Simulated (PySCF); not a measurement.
What happened in this job?

A core-ionisation job on CH8AlB2N, SMILES `B[N]([AlH2])BC`. Method: delta-SCF UKS SCAN, pcX-2 on the ionised atom, pcseg-1 elsewhere, spin-free X2C (PySCF).

Driver input (Å, GFN2-xTB geometry):

```
{"job": {"kind": "xps"}, "charge": 0, "multiplicity": 1}
B      1.1800    -0.9425     1.5588
N      0.4426    -0.3156     0.5119
Al     1.3340     0.3848    -0.9400
B     -0.9799    -0.1874     0.5084
C     -1.6134     0.5429    -0.7457
H      2.3550    -0.9873     1.4454
H      0.6428    -1.3959     2.4964
H      1.8779     1.8290    -0.8888
H      1.6889    -0.5235    -2.1370
H     -1.6422    -0.5988     1.3842
H     -2.1624     1.4417    -0.4684
H     -0.8166     0.8453    -1.4531
H     -2.3111    -0.0921    -1.2897
```

Output:

```
ground state, core basis on atom 0 (B), 145 functions
  cycle   1  E = -390.10798410  |g| = 5.83e-01
  cycle   2  E = -389.98951703  |g| = 8.92e-01
  cycle   3  E = -390.18888011  |g| = 1.62e-01
  cycle   4  E = -390.19548771  |g| = 3.75e-02
  cycle   5  E = -390.19585746  |g| = 9.65e-03
  cycle   6  E = -390.19588080  |g| = 3.86e-03
  cycle   7  E = -390.19588643  |g| = 8.71e-04
  cycle   8  E = -390.19588748  |g| = 3.03e-04
  E(ground) = -390.23551080 Eh
hole in B 1s of atom 0
  cycle   1  E = -382.58904993  |g| = 1.16e+00
  cycle   2  E = -380.75199546  |g| = 1.81e+00
  cycle   3  E = -382.84923076  |g| = 4.48e-01
  cycle   4  E = -382.99310301  |g| = 1.47e-01
  cycle   5  E = -382.98416759  |g| = 1.96e-01
  cycle   6  E = -383.00312782  |g| = 2.86e-02
  cycle   7  E = -383.00381336  |g| = 1.41e-02
  cycle   8  E = -383.00412067  |g| = 1.00e-02
  cycle   9  E = -383.00430596  |g| = 9.44e-03
  cycle  10  E = -383.00447937  |g| = 6.96e-03
  cycle  11  E = -383.00458972  |g| = 3.25e-03
  cycle  12  E = -383.00459596  |g| = 1.47e-03
  cycle  13  E = -383.00460019  |g| = 6.37e-04
  cycle  14  E = -383.00460066  |g| = 3.68e-04
  E(ion) = -383.04388301 Eh   <S^2> = 0.9157   hole on atom = 1.000   binding energy = 195.694 eV
ground state, core basis on atom 1 (N), 145 functions
  cycle   1  E = -390.21630621  |g| = 7.20e-02
  cycle   2  E = -390.21629694  |g| = 1.39e-02
  cycle   3  E = -390.21621731  |g| = 2.31e-02
  cycle   4  E = -390.21634590  |g| = 3.08e-03
  cycle   5  E = -390.21635039  |g| = 5.22e-04
  cycle   6  E = -390.21634929  |g| = 8.23e-05
  E(ground) = -390.25297441 Eh
hole in N 1s of atom 1
  cycle   1  E = -374.65141669  |g| = 1.87e+00
  cycle   2  E = -373.94850880  |g| = 2.11e+00
  cycle   3  E = -375.31715160  |g| = 3.98e-01
  cycle   4  E = -375.36796953  |g| = 1.13e-01
  cycle   5  E = -375.37322973  |g| = 4.14e-02
  cycle   6  E = -375.37411923  |g| = 8.99e-03
  cycle   7  E = -375.37415877  |g| = 2.65e-03
  cycle   8  E = -375.37416339  |g| = 8.05e-04
  cycle   9  E = -375.37416289  |g| = 2.53e-04
  E(ion) = -375.40842673 Eh   <S^2> = 0.7659   hole on atom = 1.000   binding energy = 403.941 eV
ground state, core basis on atom 2 (Al), 156 functions
  cycle   1  E = -390.27443662  |g| = 2.42e-01
  cycle   2  E = -390.27448920  |g| = 4.79e-02
  cycle   3  E = -390.27432653  |g| = 4.54e-02
  cycle   4  E = -390.27463898  |g| = 1.78e-02
  cycle   5  E = -390.27471171  |g| = 7.35e-04
  cycle   6  E = -390.27471232  |g| = 1.80e-04
  E(ground) = -390.27620029 Eh
hole in Al 1s of atom 2
  cycle   1  E = -331.68212720  |g| = 3.97e+00
  cycle   2  E = -330.75464386  |g| = 2.28e+00
  cycle   3  E = -329.97516658  |g| = 1.37e+00
  cycle   4  E = -332.31421822  |g| = 6.28e-01
  cycle   5  E = -332.64984593  |g| = 2.00e-01
  cycle   6  E = -332.66028631  |g| = 1.75e-01
  cycle   7  E = -332.67609048  |g| = 3.90e-02
  cycle   8  E = -332.67682379  |g| = 1.88e-02
  cycle   9  E = -332.67700455  |g| = 2.93e-03
  cycle  10  E = -332.67700925  |g| = 1.30e-03
  cycle  11  E = -332.67701067  |g| = 3.30e-04
  E(ion) = -332.68222685 Eh   <S^2> = 0.7519   hole on atom = 1.000   binding energy = 1567.212 eV
hole in Al 2p of atom 2
  cycle   1  E = -387.01564882  |g| = 1.06e+00
  cycle   2  E = -386.00648265  |g| = 1.32e+00
  cycle   3  E = -387.10824685  |g| = 4.68e-01
  cycle   4  E = -387.27903751  |g| = 1.01e-01
  cycle   5  E = -387.28180277  |g| = 9.62e-02
  cycle   6  E = -387.28572595  |g| = 3.51e-02
  cycle   7  E = -387.28632423  |g| = 9.02e-03
  cycle   8  E = -387.28636441  |g| = 3.59e-03
  cycle   9  E = -387.28637089  |g| = 7.97e-04
  cycle  10  E = -387.28637134  |g| = 2.64e-04
  E(ion) = -387.29520970 Eh   <S^2> = 0.7514   hole on atom = 1.003   binding energy = 81.117 eV
  2p3/2 = 80.613 eV   2p1/2 = 81.212 eV
ground state, core basis on atom 3 (B), 145 functions
  cycle   1  E = -390.19607204  |g| = 4.95e-02
  cycle   2  E = -390.19603409  |g| = 2.73e-02
  cycle   3  E = -390.19617073  |g| = 1.57e-02
  cycle   4  E = -390.19623843  |g| = 2.81e-03
  cycle   5  E = -390.19624370  |g| = 8.54e-04
  cycle   6  E = -390.19624105  |g| = 2.02e-04
  E(ground) = -390.23615184 Eh
hole in B 1s of atom 3
  cycle   1  E = -382.58465250  |g| = 1.17e+00
  cycle   2  E = -380.60295988  |g| = 1.92e+00
  cycle   3  E = -382.85173404  |g| = 4.45e-01
  cycle   4  E = -382.99168871  |g| = 1.34e-01
  cycle   5  E = -382.98819873  |g| = 1.54e-01
  cycle   6  E = -382.99918128  |g| = 3.45e-02
  cycle   7  E = -382.99988690  |g| = 1.27e-02
  cycle   8  E = -383.00002582  |g| = 5.83e-03
  cycle   9  E = -383.00007667  |g| = 4.32e-03
  cycle  10  E = -383.00011186  |g| = 2.83e-03
  cycle  11  E = -383.00013162  |g| = 1.26e-03
  cycle  12  E = -383.00013584  |g| = 6.03e-04
  cycle  13  E = -383.00013671  |g| = 1.93e-04
  E(ion) = -383.03994655 Eh   <S^2> = 0.8336   hole on atom = 1.000   binding energy = 195.819 eV
ground state, core basis on atom 4 (C), 145 functions
  cycle   1  E = -390.20126561  |g| = 5.65e-02
  cycle   2  E = -390.20123032  |g| = 1.70e-02
  cycle   3  E = -390.20119159  |g| = 2.11e-02
  cycle   4  E = -390.20130208  |g| = 2.69e-03
  cycle   5  E = -390.20130587  |g| = 1.85e-04
  E(ground) = -390.24018431 Eh
hole in C 1s of atom 4
  cycle   1  E = -378.96027283  |g| = 1.50e+00
  cycle   2  E = -378.08997369  |g| = 1.87e+00
  cycle   3  E = -379.43754775  |g| = 3.94e-01
  cycle   4  E = -379.46848337  |g| = 3.20e-01
  cycle   5  E = -379.51952639  |g| = 8.41e-02
  cycle   6  E = -379.52247679  |g| = 2.72e-02
  cycle   7  E = -379.52284196  |g| = 6.32e-03
  cycle   8  E = -379.52286875  |g| = 2.83e-03
  cycle   9  E = -379.52287435  |g| = 8.39e-04
  cycle  10  E = -379.52287494  |g| = 2.28e-04
  E(ion) = -379.56050438 Eh   <S^2> = 0.7660   hole on atom = 1.000   binding energy = 290.609 eV
```

The program numbers atoms from 0. E(ground) and E(ion) are re-evaluated on a finer grid than the cycles, so they differ from the last cycles; that is no fault. The 2p3/2 and 2p1/2 values come from a spin–orbit splitting computed afterwards; their 2:1 mean is the average over the three 2p orbitals and can differ from the one hole solved. The Al 2p split of this scheme isn't reliable.

**Question.** Do all binding energies of this run deserve the same trust?

**Answer.** No. Every hole passed the driver's convergence checks (|g| < 5e-4, core orbital emptied to over 0.9), but ⟨S²⟩ is 0.916 for B1s on atom 0, against 0.75 for a pure doublet, so the unrestricted ion state holds higher spin components.

**Question.** How can it be mended?

**Answer.** Recompute such holes with a restricted open-shell or spin-projected scheme and compare; until then these binding energies are doubtful.
